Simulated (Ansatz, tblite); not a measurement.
Forces on Zn₄H₁₄Se₄ at its r2SCAN-D4/def2-SVP geometry. The state is a singlet with charge 0.

The xTB rows come from tblite. Single mean-field runs in def2-TZVP are fitted with def2-universal-jkfit. In the singlet geometry the species has come apart into loosely held pieces.

GFN2-xTB (tblite), largest force 0.78 eV/Å:

```xyz
22
positions Å, forces eV/Å
Zn   -2.761    1.117    0.499   -0.475    0.100    0.201
Se    0.287    1.565    1.849    0.178    0.515    0.442
Zn   -0.197   -2.023    2.248   -0.077   -0.432    0.296
Se   -1.658   -1.228    0.247   -0.623   -0.457    0.091
Se    2.078   -1.290   -0.157    0.675   -0.223   -0.038
Zn    1.729    1.260   -0.266    0.601    0.443   -0.091
Zn   -0.924   -1.926   -2.152   -0.286   -0.267   -0.349
Se   -0.140    1.345   -2.038    0.113    0.413   -0.562
H    -4.210    0.980    1.030    0.602    0.161   -0.195
H    -1.586    2.080    0.023   -0.273   -0.032    0.036
H     1.455    1.623    2.761   -0.291    0.081   -0.100
H     0.269    3.043    1.723    0.013   -0.307    0.152
H     0.974   -0.945    2.243   -0.143   -0.185    0.145
H    -0.814   -3.284    2.905    0.349    0.507   -0.224
H    -2.834   -2.087    0.424    0.424    0.309   -0.064
H     3.221   -1.173    0.782   -0.188   -0.121   -0.258
H     2.995   -1.313   -1.323   -0.115   -0.095    0.294
H     2.972    2.175   -0.453   -0.518   -0.383    0.078
H    -2.021   -2.791   -2.822    0.501    0.377    0.183
H     0.507   -1.239   -2.266   -0.169   -0.195   -0.088
H    -0.164    2.827   -2.093   -0.019   -0.301   -0.123
H     0.822    1.286   -3.167   -0.279    0.092    0.176
```

r2SCAN-D4/def2-TZVP (Ansatz), largest force 0.23 eV/Å:

```
Zn -0.084 0.059 0.006
Se 0.108 0.167 0.107
Zn 0.007 -0.050 0.097
Se -0.076 -0.059 0.007
Se 0.228 -0.016 -0.040
Zn 0.005 0.008 0.001
Zn -0.008 -0.072 -0.078
Se 0.086 0.156 -0.148
H 0.050 -0.015 -0.017
H -0.081 -0.039 0.017
H -0.047 0.004 -0.042
H 0.010 -0.080 0.008
H -0.063 -0.062 0.018
H 0.009 0.042 -0.041
H 0.054 0.042 -0.007
H -0.054 -0.001 -0.054
H -0.045 0.006 0.068
H -0.014 -0.012 0.001
H 0.025 0.034 0.039
H -0.069 -0.049 -0.006
H 0.010 -0.075 0.001
H -0.050 0.011 0.062
```

PBE0-D4/def2-TZVP (Ansatz), largest force 0.29 eV/Å:

```
Zn -0.075 0.026 -0.008
Se 0.140 0.205 0.129
Zn -0.018 -0.036 0.076
Se -0.099 -0.076 0.010
Se 0.280 -0.015 -0.049
Zn -0.081 -0.056 0.014
Zn -0.015 -0.073 -0.042
Se 0.107 0.195 -0.178
H -0.104 -0.027 0.039
H 0.064 0.050 -0.026
H -0.084 -0.016 -0.056
H -0.008 -0.118 0.009
H 0.061 0.059 -0.006
H -0.055 -0.091 0.030
H 0.062 0.048 -0.008
H -0.092 -0.013 -0.065
H -0.083 -0.005 0.087
H 0.102 0.074 -0.016
H -0.090 -0.058 -0.033
H 0.079 0.044 -0.003
H -0.010 -0.113 0.010
H -0.081 -0.004 0.085
```
